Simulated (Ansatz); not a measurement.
`[SiH3][CH2][AlH][TeH]` + `SC1CO1` → `[SiH3]SC1CO1` + `[CH3][AlH][TeH]`  (ligand exchange at the Si–C bond)

Gas-phase electronic energies from Ansatz, PBE0-D4/def2-TZVP geometries. CBS: MP2 limit from def2 TZ/QZ plus the TZ coupled-cluster correction, frozen cores. Elements past krypton have def2 core potentials. For Te outer-core shells are correlated without core-valence functions, which leaves a few kJ/mol of doubt a bond. Each species was taken in one conformer, which may not be the lowest.

| species | CCSD(T)/CBS(def2) energy (Eh) |
| --- | --- |
| `[SiH3][CH2][AlH][TeH]` | -841.12140 |
| `SC1CO1` | -551.40011 |
| `[SiH3]SC1CO1` | -841.70240 |
| `[CH3][AlH][TeH]` | -550.83681 |

Problem. Work out ΔE.

Solution. ΔE = (-841.70240) + (-550.83681) − (-841.12140) − (-551.40011) = -0.01770 Eh = -46.5 kJ/mol.

Largest T1 diagnostic among the species: 0.012.

In def2-TZVPP, CCSD(T) changes the Hartree–Fock value by +6.6 kJ/mol (the triples alone add +0.0 kJ/mol) and MP2 by +3.4 kJ/mol.
